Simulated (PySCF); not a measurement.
SMILES [SiH]Cl (HClSi) at its PBE0/def2-SVP optimised geometry (Å):

```
3

Si    -0.6734    -1.0412     0.0000
H      0.8643    -1.0412     0.0000
Cl    -0.8643     1.0412     0.0000
```

Computed with PBE0/def2-TZVP in PySCF.

Map of the electrostatic potential (hartree/e), clipped to [-0.08, 0.12] on the plane z = 0.6 Å:

```
|                             |
|                             |
|                             |
|         ...                 |
|       ..:::..               |
|       .:=++-:.              |
|      .:+@@@@+:              |
|      :+@@@@@@+.             |
|      -@@@@@@@@-             |
|     .=@@@@@@@@=.            |
|     .=@@@@@@@@+.            |
|     .=@@@@@@@@+.            |
|     .-%@@@@@@@+:.           |
|    ..-*@@@@@@@+-..          |
|   ..:=*@@@@@@@%=:..         |
|   ..-+@@@@@@@@@*=:..        |
|  ..:-*@@@@@@@@@@*+-:.       |
|  ..:-#@@@@@@@@@@@%+-..     .|
|   ..-#@@@@@@@@@@@@#-:.     .|
|    .:*@@@@@@@@@@@@*-...   ..|
|    .:=@@@@@@@@@@%*=:........|
|     .:+@@@@@@@@%+=::........|
|      .-*@@@@@@@*=::.........|
|       .-+%@@@@*=-:..........|
|        .-=****=-::..........|
|        ..:-===--::..........|
|        ...::--::::..........|
|        ....:::::::..........|
|        .....:::::...........|
```
Scale: ten equal steps from -0.015 (start of ' ') to 0.120 (end of '@'), in the order ' .:-=+*#%@'; x runs from -3.50 to 3.50, y from -3.50 (bottom) to 3.50 (top).
